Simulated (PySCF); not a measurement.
**K⁺ (potassium, charge +1) across methods**

[Ar], closed-shell 1S. All numbers are calculated (PySCF 2.14, the non-relativistic Hamiltonian (point nucleus), in dyall-acv3z (25s18p7d3f, 135 functions)).

```tsv
method	E (hartree)	mean ε 2p (eV)	mean ε 3s (eV)	mean ε 3p (eV)	Σ⟨r²⟩ (bohr²)	⟨S²⟩
M06-L	-599.767	-289.91	-42.661	-25.391	19.28	0.000
LDA	-598.039	-286.03	-41.037	-24.990	19.59	0.000
PBE0	-599.594	-294.68	-44.505	-26.922	19.49	0.000
r2SCANh	-599.730	-292.86	-43.653	-26.208	19.45	0.000
r2SCAN	-599.730	-289.82	-42.496	-25.479	19.46	0.000
UHF	-599.01751	-319.41	-53.438	-31.852	19.54	0.000
B97-3	-599.698	-295.44	-44.697	-26.996	19.47	0.000
PBE	-599.547	-286.07	-41.126	-24.896	19.55	0.000
```
